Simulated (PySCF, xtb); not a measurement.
BeH2OS, SMILES [Be]([OH])[SH]. One conformer was computed; it need not be the lowest.

Harmonic wavenumbers (cm⁻¹) from GFN2-xTB run with xtb at its own minimum, in rising order: 175, 208, 453, 513, 544, 557, 1381, 2504, 3851.

### Question
What does PBE0-D3(BJ)/def2-TZVP (PySCF) give at its own minimum? (The exact figures need the calculation; the answer reports its results.)

### Answer
215, 247, 259, 489, 531, 659, 1375, 2704, 4013. Paired by order, the mean absolute difference is 87 cm⁻¹ and the zero-point energies are 14.6 and 15.0 kcal/mol.
